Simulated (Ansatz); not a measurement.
Reading a saddle point

A first-order saddle point of Si2H8Se, singlet, PBE0-D4/def2-TZVP, with one imaginary mode of 1043i cm⁻¹:

```xyz
11
angstrom
Si -0.2710 -0.3566 -0.9058
H 0.7404 0.5761 -1.9499
H 0.3871 -1.4459 -1.7135
H -1.6151 -0.1765 -1.4960
Si -0.0327 -0.9661 1.3370
H 0.4175 1.2541 -1.4285
Se -0.4967 2.2030 -0.0046
H -1.2100 -0.4747 2.0928
H 0.0977 -2.4452 1.4831
H 1.2099 -0.3335 1.8511
H 0.7731 2.1652 0.7344
```

Program: Ansatz 0.2.0. Basis: def2-TZVPP and def2-QZVPP. Cores are frozen in the correlated methods. Filled d shells of the heavier atoms are correlated. The def2 sets are not built for correlating such inner shells, so the correlated values are less sure here. Extrapolation: Hartree–Fock as exp(−7.88 √X), correlation as X^−2.97.

Q: Which contacts change along the imaginary mode, and what lies on either side? (Judge from chemistry; the calculation decides.)

A: Computed: The step is Si₂H₆ ([SiH3][SiH3]) + H₂Se → Si₂H₆Se ([SiH3][SiH2][SeH]) + H₂, with the molecules in contact on both sides. Shortening one way: Si1–Se7, H2–H6; lengthening the same way: Si1–H2, H6–Se7.
```tsv
pair	one side (Å)	saddle (Å)	other side (Å)
Si1–Se7	3.78	2.72	2.29
H2–H6	3.07	0.91	0.75
Si1–H2	1.49	1.73	4.21
H6–Se7	1.47	1.94	3.24
```

Q: Which side is lower, and how far does the saddle lie above each? (An estimate is asked for; the value comes from the calculation.)

A: The calculation gives: The side with Si1–Se7, H2–H6 short is lower by 0.396 eV; the saddle lies 2.428 eV above it and 2.033 eV above the other (CCSD(T) at an estimated basis limit (MP2 extrapolated from triple and quadruple zeta, plus CCSD(T) − MP2 in triple zeta); electronic energies).

T1 diagnostic: at most 0.014.

Labels in which every atom is bracketed show which atoms are joined, not bond orders.

For scale, one of the runs: CCSD(T)/def2-TZVPP, 244 basis functions, launched by `ansatz run in.yaml --threads 4 --pin off --events-out ev --progress --plain --max-ram 9574MiB`. Time: 65 s of wall clock on 4 CPU threads of an Intel Xeon Platinum 8175M; the host was shared. Peak host memory: 4.5 GiB.
